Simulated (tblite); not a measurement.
Compound: C₄H₃FO₃Si.
InChI=1S/C4H3FO3Si/c5-1-2(9)4(7)8-3(1)6/h9H3

Method: GFN2-xTB as coded in tblite; computed harmonic values from a numerical Hessian at the method's own geometry, unscaled. This tight-binding method is rough: wavenumbers can miss measured ones by several per cent, in bad cases by 10 to 20. Modes of hydrogen on silicon can be 10 to 20 % off.

Harmonic wavenumbers (cm⁻¹): 44.3, 87.4, 112.1, 143.1, 215.9, 266.4, 347.8, 397.2, 434.2, 523.3, 555.2, 605.7, 617.3, 667.6, 707.1, 722.7, 745.7, 753.6, 772.3, 876.4, 914.0, 1052.9, 1175.3, 1251.1, 1674.0, 1810.4, 1839.9, 2309.7, 2315.8, 2316.2.

A = 2058, B = 1225, C = 775.2 MHz; mass 145.984 u (most abundant isotopes); point group Cs, symmetry number 1.

Zero-point energy?

½Σν̃ = 13127 cm⁻¹ = 37.53 kcal/mol.

What is S at 200 K and 1 bar for an ideal gas of classical rigid rotors and harmonic oscillators?

Translation 38.89, rotation 28.30, vibration 16.56: S = 83.7 cal/(mol K).

And Cp and H(200 K) − H(0)?

Cp = 26.25 cal/(mol K), of which vibrations give 18.31 (their classical limit is 30 R = 59.6); H(200 K) − H(0) = 3.40 kcal/mol without the zero-point energy, 1.81 from vibrations.

Which modes carry the vibrational entropy at 200 K?

44.3 cm⁻¹: 4.27; 87.4 cm⁻¹: 2.94; 112.1 cm⁻¹: 2.47; 143.1 cm⁻¹: 2.02; 215.9 cm⁻¹: 1.30; 266.4 cm⁻¹: 0.97 cal/(mol K); the other 24 give 2.60 together.

How do the functions run with temperature in this model?

```json
{"T (K)": "100", "S (cal/(mol K))": "69.1", "Cp (cal/(mol K))": "17.1", "H − H(0) (kcal/mol)": "1.24", "G − H(0) (kcal/mol)": "-5.68", "ln q(vib)": "1.53"}
{"T (K)": "300", "S (cal/(mol K))": "96.1", "Cp (cal/(mol K))": "34.7", "H − H(0) (kcal/mol)": "6.46", "G − H(0) (kcal/mol)": "-22.35", "ln q(vib)": "6.07"}
{"T (K)": "500", "S (cal/(mol K))": "116.7", "Cp (cal/(mol K))": "45.9", "H − H(0) (kcal/mol)": "14.64", "G − H(0) (kcal/mol)": "-43.71", "ln q(vib)": "10.52"}
{"T (K)": "800", "S (cal/(mol K))": "140.5", "Cp (cal/(mol K))": "54.9", "H − H(0) (kcal/mol)": "29.92", "G − H(0) (kcal/mol)": "-82.46", "ln q(vib)": "16.51"}
{"T (K)": "1000", "S (cal/(mol K))": "153.1", "Cp (cal/(mol K))": "58.3", "H − H(0) (kcal/mol)": "41.27", "G − H(0) (kcal/mol)": "-111.85", "ln q(vib)": "20.04"}
```

q(vib) and H(0) count from the zero-point level.

What must be added to the electronic energy to get the Gibbs energy at 200 K and 1 bar?

ZPE + [H(200 K) − H(0)] − T·S = 37.53 + 3.40 − 16.75 = 24.18 kcal/mol.

Hindered rotation and anharmonicity are outside this model.
